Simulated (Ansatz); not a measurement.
Reaction (stannylene formation by 1,1-elimination): `[CH3][SnH]([Cl])[O][SiH3]` → `[CH3][Sn][Cl]` + `O[SiH3]`

Calculated with Ansatz (gas phase, PBE0-D4/def2-TZVP geometries, no zero-point term in ΔE). CCSD(T)/CBS adds triple-zeta CCSD(T) − MP2 to the extrapolated MP2 energy (def2 sets, frozen cores). DFT in def2-TZVPP. B3LYP here is the variant with VWN-RPA as its local correlation; programs differ in this. HSE06 is defined as in plane-wave codes. Elements past krypton have def2 core potentials. For Sn outer-core shells are correlated without core-valence functions, which leaves a few kJ/mol of doubt a bond. One conformer a species, not always the lowest.

`[CH3][SnH]([Cl])[O][SiH3]`:

Cartesian coordinates in Å:
```
C 1.930 0.549 1.366
Sn 0.633 -0.779 0.356
Cl -0.970 -1.560 1.858
O -0.358 0.302 -0.930
Si -1.873 0.313 -1.543
H 2.490 0.013 2.131
H 2.618 0.999 0.650
H 1.324 1.326 1.830
H 1.241 -2.134 -0.475
H -2.843 0.901 -0.580
H -1.865 1.135 -2.782
H -2.329 -1.065 -1.882
```

`[CH3][Sn][Cl]`:

```xyz
6

C     0.354   -0.494    0.339
Sn    0.484    1.512   -0.498
Cl   -1.766    1.504   -1.278
H     0.058   -1.193   -0.447
H    -0.428   -0.510    1.104
H     1.298   -0.819    0.781
```

`O[SiH3]`:

```xyz
6

O    -1.089   -0.579   -0.348
Si    0.365    0.013    0.151
H    -1.717    0.037   -0.727
H     1.122    0.631   -0.973
H     1.115   -1.147    0.684
H     0.204    1.044    1.214
```

Task: Is it downhill or uphill in electronic energy at CCSD(T)/CBS, and by how much? (Estimate.)

Result: Computed: Uphill: ΔE = +18.1 kcal/mol.

Task: What do these levels give: PBE0-D4, B3LYP-D4, BLYP, PBE0, B3LYP, r2SCANh, HSE06, CAM-B3LYP, MP2/def2-SVP, SCS-MP2/def2-TZVPP, CCSD(T)/def2-TZVPP, MP2/CBS(def2)? (An estimate is asked.)

Result: The calculation gave: PBE0-D4 15.5, B3LYP-D4 11.9, BLYP 4.1, PBE0 13.2, B3LYP 8.1, r2SCANh 16.3, HSE06 13.1, CAM-B3LYP 13.5, MP2/def2-SVP 21.6, SCS-MP2/def2-TZVPP 16.3, CCSD(T)/def2-TZVPP 17.9, MP2/CBS(def2) 17.6 kcal/mol.

Largest T1 diagnostic among the species: 0.013.

Leaving LDA and LC-ωPBE aside and taking each functional with its dispersion term where it has one, the values, not all of them listed here, spread over 10.7 kcal/mol, from BLYP-D4 to B97M-V. LDA lies +7.7 kcal/mol from PBE without D4. The D4 term adds +3.9 kcal/mol with B3LYP and +2.3 kcal/mol with PBE0; it sums over pairs of atoms, weighted by their polarisabilities, and B3LYP, whose exchange is more repulsive, gets the larger term. From BLYP to BHLYP (50 % exact exchange), in def2-TZVPP and without D4, ΔE moves by +8.8 kcal/mol.
